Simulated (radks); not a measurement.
Radial electron density D(r) = 4 pi r^2 rho(r) of an atom or ion with 13 electrons. Calculated with a radial shooting solver on a logarithmic mesh with Libxc functionals: scalar-relativistic Kohn-Sham, PBEsol, spin-polarised, spherical densities, point nucleus.

```
   r/bohr * D(r) (the largest magnitude, 26.8, reaches the edge; | marks zero)
 0.003309 | *
 0.003761 | *
  0.00424 |  *
 0.004781 |   *
 0.005434 |    *
 0.006127 |     *
 0.006908 |      *
 0.007851 |       *
 0.008852 |         *
  0.01006 |           *
  0.01134 |              *
  0.01279 |                 *
  0.01454 |                    *
  0.01639 |                        *
  0.01848 |                            *
    0.021 |                                *
  0.02368 |                                    *
  0.02691 |                                         *
  0.03035 |                                            *
  0.03421 |                                                *
  0.03889 |                                                  *
  0.04384 |                                                    *
  0.04983 |                                                    *
  0.05618 |                                                   *
  0.06335 |                                                 *
    0.072 |                                              *
  0.08118 |                                           *
  0.09153 |                                        *
    0.104 |                                      *
   0.1173 |                                      *
   0.1333 |                                        *
   0.1503 |                                           *
   0.1695 |                                                *
   0.1926 |                                                    *
   0.2172 |                                                      *
   0.2448 |                                                      *
   0.2783 |                                                  *
   0.3138 |                                            *
   0.3566 |                                   *
   0.4021 |                          *
   0.4533 |                  *
   0.5152 |            *
   0.5809 |        *
   0.6603 |      *
   0.7444 |    *
   0.8394 |   *
    0.954 |  *
    1.076 | *
    1.213 | *
    1.378 |  *
    1.554 |   *
    1.766 |   *
    1.991 |  *
    2.245 | *
    2.552 |*
    2.877 *
    3.244 *
    3.687 *
    4.157 *
    4.725 *
```

What is the nuclear charge?

Answer. Z = 22. The innermost maximum, from 1s, lies near gamma/Z bohr with gamma = sqrt(1 - (Z/c)^2) = 0.987, here 0.0449 bohr (found: 0.0479), and its height grows with Z. The density is that of the titanium ion Ti9+ in [Ne] 3p1 4s2; the configuration itself is not fixed sharply by these data, and Z only to about a unit. D(r) has 3 maxima, at r = 0.0479, 0.228, 1.66 bohr, and minima at 0.111, 1.11 bohr, inside which lie 2.15, 11.06 electrons.
